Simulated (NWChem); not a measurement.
Species: GeSiH₅F; SMILES [GeH3][SiH2]F

```xyz
8

Si     0.5699     1.2071     0.0000
F     -0.7690     2.1400     0.0000
Ge    -0.0962    -1.0772     0.0000
H      1.3650     1.5416     1.2175
H      1.3650     1.5416    -1.2175
H      1.1557    -1.9763     0.0000
H     -0.9322    -1.3986     1.2515
H     -0.9322    -1.3986    -1.2515
```
Atoms are numbered in this order, from 1.

Structure relaxed at the PBE0/def2-SVP level.

Symmetry labels are those of Cs in the frame above (b1 and b2, or b-type labels, depend on it).

List the 4 lowest vertical singlet excitations from PBE/def2-SVPD, TDA (NWChem).


```
state  energy (eV)  oscillator strength  symmetry  leading excitation (squared amplitude)
-----  -----------  -------------------  --------  --------------------------------------
S1            6.08                0.015        a'                      HOMO → LUMO (0.97)
S2            6.86                0.001        a"                    HOMO−1 → LUMO (0.95)
S3            6.86                0.078        a'                    HOMO → LUMO+1 (0.80)
S4            7.21                0.056        a'                    HOMO → LUMO+3 (0.47)
```
